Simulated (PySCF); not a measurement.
# Correlation energy of Pd(3+) (palladium, charge +3)

[Kr] 4d7, high-spin 4F determinant. Computed with PySCF 2.14 in def2-TZVPPD with the def2 core potential (28 electrons), with a scalar-relativistic core potential. Frozen: nothing; 15 electrons correlated.

```json
{"level": "CCSD", "correlation energy (mhartree)": "-432.02"}
{"level": "(T)", "correlation energy (mhartree)": "-8.13"}
{"level": "CCSD(T)", "correlation energy (mhartree)": "-440.15"}
```

Diagnostics: T1 = 0.0038, D1 = 0.0088, largest double amplitude 0.024.

Cost of the coupled-cluster step: of the order of 10 core-seconds, for 15 correlated electrons.

The basis has no tight functions for the innermost shells, so their pair energies are far from complete.

This basis was not built for core-valence correlation, so the inner-shell part is incomplete.
